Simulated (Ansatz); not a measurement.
GaH2I (SMILES [GaH2][I]) moved off its minimum; all values from Ansatz (an electronic-structure program), cores frozen in correlated methods. Elements past Kr take the def2 small-core potentials, without spin–orbit coupling.
(charge 0, multiplicity 1)
```xyz
4

Ga    -0.82008    -1.25591     0.22537
H     -0.27464    -2.24209     1.31217
H     -2.11503    -1.40453    -0.66861
I      0.51414     0.81951    -0.10391
```

Q: Give the forces (eV/Å), the total energy and the dipole at CCSD(T)/def2-TZVPPD.

A: 
```csv
atom,Fx,Fy,Fz
Ga1,-0.250,-0.117,-0.075
H2,0.026,-0.141,0.097
H3,0.046,-0.026,0.036
I4,0.178,0.284,-0.058
```
Energy -2221.3749 hartree, dipole 1.44 D.
